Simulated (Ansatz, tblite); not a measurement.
Removing and adding an electron: Zn₆O₁₀H₈. The state is a singlet with charge 0. Geometry: PBE-D4/def2-SVP. Ansatz, gas phase; energy differences of separate SCF runs; the oxidised species was run as a doublet alone; the reduced species was run as a doublet alone.

```xyz
24

Zn   -1.796    0.374    0.329
Zn    2.228   -0.556    0.483
Zn    1.146    1.048   -1.627
Zn    0.587    1.705    1.063
Zn   -0.219   -1.916    0.850
Zn    0.667   -1.377   -1.810
O    -2.436    0.330   -1.440
O    -1.944   -1.278    1.511
O    -0.109    0.127   -2.840
O     0.175   -0.043    0.104
O    -1.299    1.957    1.510
O     1.164    2.694   -0.594
O    -0.254   -2.846   -0.933
O     1.605   -2.129    1.555
O     2.399   -0.503   -1.428
O     2.306    1.007    1.747
H    -3.032    1.056   -1.693
H    -2.708   -1.854    1.328
H    -1.033    0.250   -2.439
H    -1.517    1.773    2.443
H     0.521    3.355   -0.910
H    -1.168   -2.880   -1.276
H     1.685   -1.927    2.506
H     3.031    1.633    1.563
```

The xTB rows come from tblite. B3LYP takes the VWN-RPA correlation. Single mean-field runs in def2-TZVP are fitted with def2-universal-jkfit. HOMO above LUMO, or a gap near zero within one spin, warns that the state may not be the lowest or that an electron is smeared out.

```json
{"level": "PBE-D4/def2-TZVP", "−HOMO (eV)": "5.56", "vertical IE (eV)": "8.00", "−LUMO (eV)": "2.64", "vertical EA (eV)": "0.99", "HOMO–LUMO gap (eV)": "2.91", "IE − EA (eV)": "7.00", "remarks": "HOMO above zero (-1 doublet), gap within one spin near zero (+1 doublet)"}
{"level": "B3LYP-D4/def2-TZVP", "−HOMO (eV)": "6.78", "vertical IE (eV)": "8.53", "−LUMO (eV)": "2.08", "vertical EA (eV)": "0.83", "HOMO–LUMO gap (eV)": "4.70", "IE − EA (eV)": "7.71", "remarks": "HOMO above zero (-1 doublet)"}
{"level": "PBE0-D4/def2-TZVP", "−HOMO (eV)": "7.00", "vertical IE (eV)": "8.51", "−LUMO (eV)": "1.74", "vertical EA (eV)": "0.58", "HOMO–LUMO gap (eV)": "5.26", "IE − EA (eV)": "7.92", "remarks": "HOMO above zero (-1 doublet)"}
```

Task: Estimate the rows for GFN1-xTB, GFN2-xTB.

Result: 
| level | −HOMO (eV) | vertical IE (eV) | −LUMO (eV) | vertical EA (eV) | HOMO–LUMO gap (eV) | IE − EA (eV) |
| --- | --- | --- | --- | --- | --- | --- |
| GFN1-xTB | 9.82 | 12.47 | 6.93 | 4.82 | 2.89 | 7.65 |
| GFN2-xTB | 11.86 | 14.44 | 9.81 | 7.57 | 2.05 | 6.88 |

Relaxing the oxidised species (PBE-D4/def2-SVP) changes its energy by -0.57 eV at PBE-D4/def2-TZVP, so the adiabatic ionisation energy to this nearest minimum is 7.43 eV. At PBE0-D4/def2-TZVP it is 7.42 eV.     A HOMO above zero means that the electron is unbound at that level or that self-interaction error raises the level; the energy of removing that electron tells which. Raw xTB energy differences between charge states are shifted by several eV; the methods need an empirical correction for them. Sets without diffuse functions give affinities that are too small.
